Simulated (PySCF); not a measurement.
**How methods differ on the excitation energy of Kr²⁺**

Kr²⁺ [Ar] 3d10 4s2 4p4 (3P) → Kr²⁺ [Ar] 3d10 4s1 4p4 5s1 (5P), as a difference of total energies. All numbers are calculated (PySCF 2.14, a scalar-relativistic core potential, in aug-cc-pVQZ-PP with ECP10MDF (7s6p5d3f2g, 89 functions)). Correlated levels: valence: 3s2 3p6 3d10 frozen. The calculations carry no spin-orbit coupling.

| method | excitation energy (cm⁻¹) |
| --- | --- |
| UHF | 262120 |
| LDA | 267820 |
| PBE | 265000 |
| r2SCAN | 267630 |
| TPSSh | 267120 |
| CAM-B3LYP | 269900 |
| B97-3 | 270210 |
| revPBE | 264060 |
| MP2 (valence) | 261750 |
| SCS-MP2 (valence) | 263290 |

The promoted electron is Rydberg-like, and one or two diffuse shells describe it only roughly, which tends to raise the upper state.
